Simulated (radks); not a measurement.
All-electron atom: Ce4+ in [Xe] (the NIST ground configuration).

Method: scalar-relativistic Kohn-Sham, LDA (Slater exchange, Perdew-Wang correlation), spin-polarised, spherical densities, point nucleus; computed with a radial shooting solver on a logarithmic mesh with Libxc functionals.

Energy parts (eV):
total: -240851.47
kinetic: 255239.19
electron-nucleus: -581237.86
Hartree: 90620.09
exchange-correlation: -5472.88

Orbitals (lengths in bohr, moments of r in powers of bohr; <r^-3> diverges for s and p1/2):
orbital  occ.  eigenvalue (eV)  <r^-3>      <r>
1s          2        -40273.88       -  0.02459
2s          2        -6487.383       -   0.1053
2p          6        -5817.512    7964  0.09240
3s          2        -1432.861       -   0.2790
3p          6        -1219.814    1593   0.2770
3d         10        -916.3373   218.4   0.2538
4s          2        -324.9898       -   0.6357
4p          6        -255.1052   349.2   0.6721
4d         10        -154.3860   39.68   0.7372
5s          2         -79.1172       -    1.457
5p          6         -60.2407   60.21    1.641

The highest occupied level is 5p at -60.241 eV. The density falls to 0.001 e/bohr^3 at r = 3.30 bohr. For comparison, the ionisation energy in NIST's Atomic Spectra Database is 65.6 eV (semi-empirical). In exact Kohn-Sham theory the highest level is minus the ionisation energy, but local and semilocal functionals leave it too shallow, through self-interaction and a potential that decays too fast; potentials with the right tail come closer. Summed over all electrons, <r^2> = 34.72 bohr^2, which gives a Langevin (diamagnetic) susceptibility term of -27.5 x 10^-6 cm^3/mol.
